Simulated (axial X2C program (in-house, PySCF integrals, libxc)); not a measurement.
# Low determinants of AlBr⁻ at the PBE0 level, 2c

Calculated with an in-house relativistic program for diatomic molecules. Two-component (2c) means X2C with spin–orbit coupling and atomic mean-field two-electron Coulomb and Gaunt terms. Basis: Br dyall-acv3z [9s10p7d5f1g], Al dyall-av3z [9s9p3d2f] (cores contracted in-house); Gaussian nuclei, density fitting, unrestricted open shells. Masses: Br 78.918 u, Al 26.982 u.

Search at 2.482 Å (vertical energies from the lowest determinant):

```json
{"ΔE (eV)": "0.00", "state": "Ω = 1/2", "electrons beyond evenly filled partner blocks": "ω = 1/2", "electrons in ±ω = 1/2, 3/2, 5/2, 7/2": "35 12 2 0"}
{"ΔE (eV)": "0.02", "state": "Ω = 3/2", "electrons beyond evenly filled partner blocks": "ω = 3/2", "electrons in ±ω = 1/2, 3/2, 5/2, 7/2": "34 13 2 0"}
{"ΔE (eV)": "2.60", "state": "Ω = 5/2", "electrons beyond evenly filled partner blocks": "ω = 5/2", "electrons in ±ω = 1/2, 3/2, 5/2, 7/2": "34 12 3 0"}
{"ΔE (eV)": "3.26", "state": "Ω = 1/2", "electrons beyond evenly filled partner blocks": "2 × ω = -1/2, ω = 3/2", "electrons in ±ω = 1/2, 3/2, 5/2, 7/2": "34 13 2 0"}
{"ΔE (eV)": "3.31", "state": "Ω = 5/2", "electrons beyond evenly filled partner blocks": "2 × ω = 1/2, ω = 3/2", "electrons in ±ω = 1/2, 3/2, 5/2, 7/2": "34 13 2 0"}
{"ΔE (eV)": "4.10", "state": "Ω = 3/2", "electrons beyond evenly filled partner blocks": "3 × ω = 1/2", "electrons in ±ω = 1/2, 3/2, 5/2, 7/2": "35 12 2 0"}
{"ΔE (eV)": "5.02", "state": "Ω = 5/2", "electrons beyond evenly filled partner blocks": "ω = -1/2, 2 × ω = 3/2", "electrons in ±ω = 1/2, 3/2, 5/2, 7/2": "35 12 2 0"}
```

Lowest determinant, Ω = 1/2 (⟨Sz⟩ = -0.50, ⟨Lz⟩ = 1.00 at PBE0): Re = 2.478 Å, ωe = 258.7 cm⁻¹.

The determinant in row 2 of the search, Ω = 3/2 (⟨Sz⟩ = 0.50, ⟨Lz⟩ = 1.00 at PBE0), was followed along the bond at PBE0; measured from the minimum of the lowest determinant it gives:

Te = 0.022 eV (174 cm⁻¹), Re = 2.480 Å, ωe = 257.2 cm⁻¹.

(1) Compare the bond of the determinant in row 2 with that of the lowest one.

The search compares states at one distance, so a state with another bond length can lie lower; it is not exhaustive and yields mostly the lowest determinant of each block pattern, so other components and higher states of one pattern are missing. These are energies of single determinants, not of spin-adapted states; PBE0 term energies can be off by some tenths of an eV, and the functional has no current term. For an anion, determinants above electron detachment are held by the basis set. Row 1 has a positive highest level at its minimum. Row 2 has a positive highest level at its minimum.

## Answers

(1) At PBE0 its Re is 0.002 Å longer and its force constant, which goes as ωe², is 0.99 times that of the lowest determinant. T0 ≈ Te + Δωe/2 = 174 + (-1) = 173 cm⁻¹.
